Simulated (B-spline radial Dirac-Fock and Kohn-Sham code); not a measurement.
Calculated with a radial finite-basis atomic code, using the Dirac equation of a negative muon with reduced mass in the field of a spherical finite nucleus, with the Uehling potential to all orders; nuclear polarisation, deformation, hyperfine structure, self-energy, higher-order vacuum polarisation, relativistic recoil and electron screening are left out. The nuclear charge is a Fermi distribution (skin thickness 2.3 fm).

Task: A muonic atom of atomic mass 168.94 u emits these computed lines: 2p3/2 → 1s1/2 5137 keV, 3d5/2 → 2p3/2 1923 keV, 4f7/2 → 3d5/2 700.9 keV, 5g9/2 → 4f7/2 322.5 keV. Which element is it, and what rms charge radius was used?

Result: Lutetium (Z = 71, nuclide ¹⁶⁹Lu); the high transitions hardly feel the nucleus and fix Z. The 2p → 1s line lies 6536 keV below the value for a point nucleus without QED, which for this nuclear model gives a radius near 5.33 fm (5.329 fm was used).
